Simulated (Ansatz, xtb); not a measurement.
# BH5O2Si: which of two isomers lies lower

Structure X is `OBO[SiH3]`, a singlet and structure Y is `BO[SiH2]O`, a singlet. Both are isolated molecules in the gas phase, relaxed with r2SCAN-D4/def2-SVP; the shapes shown needn't be the lowest conformers.

X (Å):

```xyz
9

B     0.5447   -1.6317    0.8071
O    -0.1581   -2.6639    1.3399
O     0.4673   -1.2639   -0.5084
Si   -0.3076   -1.7041   -1.9153
H    -0.7246   -3.1222    0.7036
H     1.2724   -1.0149    1.5438
H    -1.2096   -2.8760   -1.6660
H    -1.1228   -0.5583   -2.4005
H     0.7094   -2.0815   -2.9330
```

Y (Å):

```xyz
9

B    -0.4041   -0.6446    2.0558
O    -0.2204   -0.3503    0.7493
O     0.3534    1.9275   -0.6485
Si   -0.8403    0.8597   -0.2419
H     0.2214   -1.5691    2.5241
H    -1.1817    0.0077    2.7259
H    -1.8653    1.6379    0.4934
H    -1.3780    0.1518   -1.4343
H     1.0572    1.6122   -1.2274
```

Quicker runs give these differences E(Y) − E(X): GFN2-xTB +0.028 eV; HF/STO-3G +1.120 eV (at GFN2-xTB geometries); r2SCAN-D4/def2-SVP//GFN2-xTB +0.635 eV.

Q: Estimate E(Y) − E(X) at the level CCSD(T)/def2-TZVP.

A: Calculated at CCSD(T)/def2-TZVP: E(Y) − E(X) = +0.281 eV, so structure X lies lower.

How the difference moves with the method:

```csv
level,geometry,E(Y) − E(X) (eV),departure from the last row (eV),"job, with rough time for the two"
GFN2-xTB,GFN2-xTB,+0.028,−0.253,"optimisation, 0.23 s"
HF/STO-3G,GFN2-xTB,+1.120,+0.839,"single point, 0.24 s"
r2SCAN-D4/def2-SVP//GFN2-xTB,GFN2-xTB,+0.635,+0.354,"single point, 2.8 s"
r2SCAN-D4/def2-SVP,r2SCAN-D4/def2-SVP,+0.562,+0.282,"optimisation, 45 s"
HF/def2-TZVP,r2SCAN-D4/def2-SVP,+0.272,−0.009,part of the CCSD(T) run
MP2/def2-TZVP,r2SCAN-D4/def2-SVP,+0.251,−0.030,part of the CCSD(T) run
CCSD(T)/def2-TZVP,r2SCAN-D4/def2-SVP,+0.281,,"single point, 72 s"
```

As drawn, Y has 1 O–Si, 1 B–H in place of 1 B–O, 1 Si–H.

None of the levels shown reverses the order. The largest departure from CCSD(T)/def2-TZVP is that of HF/STO-3G, 0.839 eV.

With harmonic frequencies from r2SCAN-D4/def2-SVP (ideal gas, rigid rotor, one conformer each, 298.15 K, 1 atm): the zero-point term adds −0.013 eV; ΔH is +0.273 and ΔG +0.281 eV.

The correlated steps freeze 8 core orbitals. Mirror images aren't counted in ΔG. Run with Ansatz 0.2.0, xtb 6.7.1; the last row on 2 threads of Arm Neoverse V1 on a shared host.
